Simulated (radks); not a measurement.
Results of a calculation; reference values are marked as such.
Ionisation of neutral molybdenum, [Kr] 4d5 5s1, to Mo+, [Kr] 4d5, under several functionals. Dirac Kohn-Sham, spin-unpolarised, spherical densities, finite nucleus; open shells are shared between the two j in proportion to 2j + 1; a radial shooting solver on a logarithmic mesh with Libxc functionals.

[
 {"functional": "LDA (Slater exchange, VWN5 correlation)", "E(Mo) (hartree)": "-4044.96092", "Exc (hartree)": "-119.43949", "IE (eV)": "7.177", "-e(HOMO) (eV)": "3.853", "<r> HOMO (bohr)": "2.016", "IE error (eV)": "+0.084"},
 {"functional": "XLYP", "E(Mo) (hartree)": "-4050.11616", "Exc (hartree)": "-124.66121", "IE (eV)": "6.966", "-e(HOMO) (eV)": "3.578", "<r> HOMO (bohr)": "2.024", "IE error (eV)": "-0.127"},
 {"functional": "RPBE", "E(Mo) (hartree)": "-4049.42345", "Exc (hartree)": "-123.97246", "IE (eV)": "6.766", "-e(HOMO) (eV)": "3.619", "<r> HOMO (bohr)": "2.010", "IE error (eV)": "-0.326"},
 {"functional": "SOGGA", "E(Mo) (hartree)": "-4046.64946", "Exc (hartree)": "-121.15548", "IE (eV)": "6.779", "-e(HOMO) (eV)": "3.594", "<r> HOMO (bohr)": "2.012", "IE error (eV)": "-0.313"},
 {"functional": "PBE", "E(Mo) (hartree)": "-4049.14502", "Exc (hartree)": "-123.68643", "IE (eV)": "6.891", "-e(HOMO) (eV)": "3.673", "<r> HOMO (bohr)": "2.013", "IE error (eV)": "-0.201"},
 {"functional": "HCTH/407", "E(Mo) (hartree)": "-4051.77317", "Exc (hartree)": "-126.49010", "IE (eV)": "6.849", "-e(HOMO) (eV)": "3.852", "<r> HOMO (bohr)": "1.982", "IE error (eV)": "-0.244"}
]

NIST Atomic Spectra Database: 7.092 eV (measured). Closest: LDA (Slater exchange, VWN5 correlation). The Delta-SCF values span 0.41 eV, the total energies 6.81 hartree. The highest occupied level is 4d5/2. Spin polarisation and multiplet splitting are left out, so open shells lie too high by an amount that depends on their filling. Sharing an open shell by 2j + 1 raises it above the true ground level by a part of the spin-orbit splitting, which enters the differences from NIST.

Beside tabulated values, note that spin-unpolarised runs miss the spin-polarisation part of the exchange energy of open shells.
